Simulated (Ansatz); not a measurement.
# SnH3O2 (SMILES [OH][SnH][OH]): methods side by side

SnH3O2 has 6 atoms, charge 0, and is taken as a doublet. As SMILES, `[OH][SnH][OH]`. The shape was relaxed beforehand at B3LYP/def2-SVP. This is one conformer, not always the lowest.

Each level gives the adiabatic electron affinity (to the singlet anion, shapes relaxed at B3LYP/def2-SVP, no zero-point term) (eV). The values are calculated.

The electron affinity is E(neutral) − E(anion): positive where the electron is bound.

```
                               level                    kind  program  value (eV)  CPU time (all runs)
      UHF/def2-TZVP (core potential)            Hartree–Fock   Ansatz        1.29                4.3 s
    UBLYP/def2-TZVP (core potential)                     GGA   Ansatz        2.13                8.4 s
 U-r2SCAN/def2-TZVP (core potential)                meta-GGA   Ansatz        2.10                 17 s
   UB3LYP/def2-TZVP (core potential)           global hybrid   Ansatz        2.30                9.3 s
U-wB97M-V/def2-TZVP (core potential)  range-separated hybrid   Ansatz        2.22                 40 s
  UB2PLYP/def2-TZVP (core potential)           double hybrid   Ansatz        2.20                 18 s
  RPA@PBE/def2-TZVP (core potential)                     RPA   Ansatz        2.33                 17 s
     UMP2/def2-TZVP (core potential)     perturbation theory   Ansatz        2.18                7.6 s
```

Spin-orbit coupling, which can split open shells on such heavy atoms by tenths of an eV, is left out. The values span 1.29 to 2.33 eV. In the correlated wave-function rows the outer d shell of Sn is correlated, in sets not made for it. CPU times are rough (shared hosts, several kinds of processor): they show what a rung costs within a factor of a few.
